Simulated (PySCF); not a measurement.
Al(AsH2)(F)(H) (AlAsFH3), SMILES [F][AlH][AsH2].

Geometry optimised at PBE0-D3(BJ)/def2-TZVP. The geometry has at least one imaginary mode, so it is a saddle point at that level.

These are PySCF 2.14.0 with TDA-B3LYP/def2-SVPD values and carry that method's errors.

Vertical excitations. Gas-phase values at a fixed geometry. State labels are in the subgroup Cs.

Computed excitation energies, oscillator strengths and character:
| state | symmetry | energy (eV) | λ (nm) | f | main pairs |
|---|---|---|---|---|---|
| S1 | A" | 4.49 | 276 | 0.001 | HOMO→LUMO 99 % |
| S2 | A" | 5.79 | 214 | 0.000 | HOMO−1→LUMO 97 % |
| S3 | A' | 5.91 | 210 | 0.187 | HOMO→LUMO+1 84 % |
| S4 | A" | 6.47 | 192 | 0.013 | HOMO→LUMO+3 95 % |
| S5 | A' | 6.53 | 190 | 0.052 | HOMO→LUMO+2 72 %, HOMO→LUMO+4 12 % |
| S6 | A' | 6.93 | 179 | 0.028 | HOMO−1→LUMO+1 76 %, HOMO→LUMO+4 17 % |
| S7 | A' | 7.09 | 175 | 0.277 | HOMO→LUMO+4 63 %, HOMO−1→LUMO+1 19 % |
| S8 | A' | 7.43 | 167 | 0.006 | HOMO−1→LUMO+2 72 %, HOMO−3→LUMO 25 % |
| S9 | A" | 7.53 | 165 | 0.033 | HOMO−2→LUMO 85 % |
| S10 | A' | 7.86 | 158 | 0.099 | HOMO−3→LUMO 44 %, HOMO−1→LUMO+2 20 %, HOMO→LUMO+5 18 %, HOMO−1→LUMO+4 7 % |
| T1 | A" | 4.13 | 300 | 0 | HOMO→LUMO 97 % |
| T2 | A' | 5.10 | 243 | 0 | HOMO→LUMO+1 87 % |
| T3 | A" | 5.34 | 232 | 0 | HOMO−1→LUMO 88 % |
| T4 | A' | 5.74 | 216 | 0 | HOMO→LUMO+2 85 % |
Triplets are in the Tamm–Dancoff approximation.
